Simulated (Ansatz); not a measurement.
Start from `C[O][Sc]([F])[F]` and change one atom or group to get `[F][Sc]([F])[Cl]`.

Ansatz, PBE0-D4/def2-TZVP geometries, multiplicity 1. Each molecule was computed in one conformer, which needn't be the lowest.

Scalar relativity is left out up to krypton.

```
                                                                                  property  `C[O][Sc]([F])[F]`
                                            zero-point energy (PBE0-D4/def2-TZVP) / kJ/mol               118.5
                                                     LUMO energy (ωB97M-V/def2-TZVPP) / eV               -0.59
                                                        HOMO energy (PBE0/def2-TZVPP) / eV               -8.33
                                                       HOMO energy (B3LYP/def2-TZVPP) / eV               -8.12
                                                         LUMO energy (PBE/def2-TZVPP) / eV               -2.98
ideal-gas entropy at 298 K and 1 bar (rigid rotor, harmonic PBE0-D4/def2-TZVP) / J/(mol·K)                 379
```

Task: Give the same properties after the change, and the shifts. (Best estimate.)

Result: Computed: 
```
                                                                                  property  `[F][Sc]([F])[Cl]`   shift
                                            zero-point energy (PBE0-D4/def2-TZVP) / kJ/mol                13.2  -105.3
                                                     LUMO energy (ωB97M-V/def2-TZVPP) / eV               -1.17   -0.58
                                                        HOMO energy (PBE0/def2-TZVPP) / eV               -9.31   -0.98
                                                       HOMO energy (B3LYP/def2-TZVPP) / eV               -9.04   -0.92
                                                         LUMO energy (PBE/def2-TZVPP) / eV               -3.79   -0.81
ideal-gas entropy at 298 K and 1 bar (rigid rotor, harmonic PBE0-D4/def2-TZVP) / J/(mol·K)                 321     -58
```

With PBE0 the HOMO falls by 0.98 eV and the LUMO falls by 0.77 eV, so the gap widens by about 0.21 eV. PBE moves the HOMO by -1.09 eV and ωB97M-V by -0.86 eV. The zero-point energy changes by -105.3 kJ/mol with -12 modes. Modes under 60 cm⁻¹, often nearly free rotors, make the harmonic entropy too high.

B3LYP here is the variant with VWN-RPA as its local correlation; programs differ in this.
